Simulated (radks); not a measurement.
The numbers below are computed, except where a source is named.
Coulomb parameter of the 3d shell of the titanium ion Ti2+ in the model configuration [Ar] 3d0.5 4s1.5, as a second difference U = [E(n + 0.5) + E(n - 0.5) - 2 E(n)] / (0.5)^2 with all orbitals relaxed. "Bare": the charge of the atom changes with n. "Screened": the 4s shell takes up the change at fixed total charge, which measures U(3d,3d) + U(4s,4s) - 2 U(3d,4s). Level of theory: Dirac Kohn-Sham, PBEsol, spin-unpolarised, spherical densities, finite nucleus; open shells are shared between the two j in proportion to 2j + 1; Fermi nuclear charge, rms radius 3.5921 fm (a radial shooting solver on a logarithmic mesh with Libxc functionals).

case	configuration	E - E(n) (eV)
start	[Ar] 3d0.5 4s1.5	0.000
bare +0.5	[Ar] 3d1 4s1.5	-11.947
bare -0.5	[Ar] 4s1.5	15.846
screened +0.5	[Ar] 3d1 4s1	-3.361
screened -0.5	[Ar] 4s2	4.298

U(bare) = 15.594 eV, U(screened by 4s) = 3.747 eV.
